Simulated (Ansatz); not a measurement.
Ansatz (a quantum-chemistry and plane-wave program) input (HSE06/def2-TZVPD):

Ansatz 0.2 input:
```yaml
crystal:
  periodic: [false, false, false]
  atoms:
    - {symbol: Ge, position_ang: [-0.00295088, -0.00102521, 0.06606827]}
    - {symbol: H, position_ang: [0.03968345, -1.12074649, -1.07507425]}
    - {symbol: H, position_ang: [0.05474478, 1.15355319, -1.03911028]}
basis:
  gaussian:
    orbitals: def2-TZVPD
hamiltonian:
  xc: {name: HSE06}
output: {forces: true}
```

Output:

```
Functional definition: HSE06
integrals: 0.02 GiB planned
528 factors; their error is unknown
integrals: 0.05 GiB planned
67 factors; integrals over basis functions are off by at most 6.3e-6 eV
mean field: 0.17 GiB planned
mean field evaluation 1: about -56541.1934 eV, gradient 1.5e1 eV
mean field evaluation 2: about -56541.3853 eV, gradient 1.4e1 eV
mean field evaluation 4: about -56541.6575 eV, gradient 4.5e-1 eV
mean field evaluation 8: about -56541.8904 eV, gradient 3.9e-3 eV
mean field -56541.89040323 eV, -2077.8761468490 hartree, gradient 4.8e-6 eV, S^2 0.000000; 0 other end points of the search recorded, 0 dependent functions left out
the calculation of the forces begins
reference -56541.89042982 eV, -2077.8761478261 hartree; 17, 17 occupied and 55, 55 virtual orbitals, 528 factors
Total energy: -56541.89042982 eV, -2077.8761478261 hartree
Atom 0 at    -0.002951    -0.001025     0.066068 Å, force     0.004113     0.001429    -0.092081 eV/Å
Atom 1 at     0.039683    -1.120746    -1.075074 Å, force    -0.001754     0.044897     0.046762 eV/Å
Atom 2 at     0.054745     1.153553    -1.039110 Å, force    -0.002358    -0.046326     0.045319 eV/Å
Dipole moment:    -0.001473    -0.000512     0.032973 e Å
```
